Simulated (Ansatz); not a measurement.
Total energies of the cluster Cd₆S₅ from Ansatz at PBE0-D4/def2-SVP, gas phase (1 Eh = 27.2114 eV = 2625.5 kJ/mol). The reference geometry is relaxed at PBE-D4/def2-SVP.

```xyz
11

Cd    0.831   -1.734    1.926
Cd    2.392    1.283   -0.332
Cd   -0.706    0.686    0.028
Cd   -2.040    2.455   -2.707
Cd   -3.772    1.557   -0.015
Cd    5.294    0.969   -0.482
S    -2.359   -1.165    0.310
S    -1.106   -2.778   -0.286
S     1.295    0.593    1.900
S    -0.330   -3.759    1.449
S     0.501    1.892   -1.793
```

| state | geometry | energy (Eh) |
| --- | --- | --- |
| charge 0 singlet | reference | -2996.24510 |
| charge 1 doublet | reference | -2996.01385 |
| charge -1 doublet | reference | -2996.33307 |
| charge -1 doublet | relaxed at PBE-D4/def2-SVP | -2996.33709 |
| free Cd atom (singlet) | – | -167.73406 |
| free S atom (triplet) | – | -397.83788 |

In the def2 sets Cd takes a core potential; there is no spin–orbit coupling.

Q: Work out the vertical ionisation energy to the doublet.

A: E(charge 1 doublet) − E(charge 0 singlet) = -2996.01385 − (-2996.24510) = 0.23125 Eh = 6.29 eV. For comparison, −ε of the highest occupied level is 5.14 eV at this level, 1.15 eV less.

Q: Work out the vertical electron affinity, to the doublet.

A: E(charge 0 singlet) − E(charge -1 doublet) = -2996.24510 − (-2996.33307) = 0.08797 Eh = 2.39 eV. The basis lacks diffuse functions, which makes affinities too small.

Q: Give the fundamental gap IE − EA, the Mulliken electronegativity (IE + EA)/2 and the hardness (IE − EA)/2.

A: From the values in Eh: IE − EA = 0.23125 − 0.08797 = 0.14328 Eh = 3.90 eV; (IE + EA)/2 = 4.34 eV; (IE − EA)/2 = 1.95 eV. The HOMO–LUMO gap of the same run is 1.67 eV, 2.23 eV smaller than the fundamental gap.

Q: How much does the charge -1 doublet relax, and what is the adiabatic electron affinity?

A: Relaxation: -2996.33307 − (-2996.33709) = 0.00402 Eh = 0.11 eV. Adiabatic electron affinity: 0.09199 Eh = 2.50 eV, without zero-point energy. 

Q: What is the binding energy per atom against free atoms?

A: Atoms: 6 × (-167.73406) + 5 × (-397.83788) = -2995.59376 Eh. Binding: -2995.59376 − (-2996.24510) = 0.65134 Eh = 17.72 eV, or 1.61 eV for each of 11 atoms (no zero-point energy, no counterpoise term).

 

The structure comes from a short search, and lower isomers may exist.
